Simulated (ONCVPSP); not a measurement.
## What one change does to a pseudopotential (ruthenium, ONCV)

```json
{"Element": "ruthenium (Ru)", "Generator": "ONCVPSP 4.0.1", "Type": "optimised norm-conserving Vanderbilt (ONCV)", "Functional": "PBEsol", "Relativity": "scalar-relativistic", "Frozen core": "[Ar] 3d10", "Valence charge": "16", "Reference configuration": "4s2 4p6 4d7 5s1", "Partial waves": "4s+5s: rc 2.00 bohr, ncon 4, nbas 7, qcut 7.6 1/bohr, 2 projectors; 4p: rc 1.80 bohr, ncon 5, nbas 8, qcut 6.1 1/bohr, 2 projectors, debl 0.3 Ha; 4d: rc 2.25 bohr, ncon 5, nbas 10, qcut 7.3 1/bohr, 2 projectors, debl 3.6 Ha", "Local potential": "polynomial inside 1.75 bohr (lpopt 1, dvloc0 0 Ha)", "Core correction": "Teter function, fcfact 4.75, rcfact 1.75"}
```

In the p channel the program set the typed energies aside and used -1.704, 0.250 Ha.

All-electron outer shells of the reference configuration (PBEsol, scalar-relativistic, ld1.x):

```tsv
shell	level (eV)	outermost node (bohr)	outermost maximum (bohr)
3d	-273.13	–	0.30
4s	-76.31	0.48	0.92
4p	-46.38	0.49	0.98
4d	-5.22	0.48	1.21
5s	-4.27	1.24	2.73
```

Change: core correction Teter function, fcfact 4.75, rcfact 1.

Cutoffs: the cutoffs (Ha) at which the residual kinetic energy of the hardest occupied pseudo-wave falls to 1 and 0.1 mHa per electron; they do not see the model core or the augmentation charge, which bear on the density cutoff. Errors are all-electron minus pseudo energies relative to the spin-unpolarised reference configuration.

Task: How do hardness, ghosts and transferability respond?

Result: The potential gets neither clearly harder nor softer (19 Ha and 22 Ha → 19 Ha and 22 Ha); of the 4 tests that both files solve, the error grows in 0 and shrinks in 2 by more than 15 % and 0.3 meV (median size 2.0 → 1.8 meV); neither file shows a bound ghost. A model core, the more so a compact one, raises the density cutoff, which this test does not measure.

```csv
quantity,base,changed
"cutoff, loose",19 Ha,19 Ha
"cutoff, tight",22 Ha,22 Ha
bound ghosts,none,none
GHOST(+) flags under 300 eV,none,none
"error for 4s2 4p6 4d7 5s0, meV [ΔE 7.30 eV]",-2.4,-1.8
"error for 4s2 4p6 4d6 5s0, meV [ΔE 25.48 eV]",-1.6,-1.7
"error for 4s2 4p6 4d5 5s0, meV [ΔE 56.09 eV]",+18,+19
"error for 4s2 4p6 4d7 5s0 5p1, meV [ΔE 3.52 eV]",-1.3,-1.0
s: phases at 2.04 bohr within 0.05 rad from the reference energy up to (Ha; the scan ends near 5),to the end of the scan,to the end of the scan
p: phases at 1.83 bohr within 0.05 rad from the reference energy up to (Ha; the scan ends near 5),to the end of the scan,to the end of the scan
d: phases at 2.28 bohr within 0.05 rad from the reference energy up to (Ha; the scan ends near 5),to the end of the scan,to the end of the scan
"rms error of d²Exc/dni dnj with the model core, mHa",4.22,1.24
```
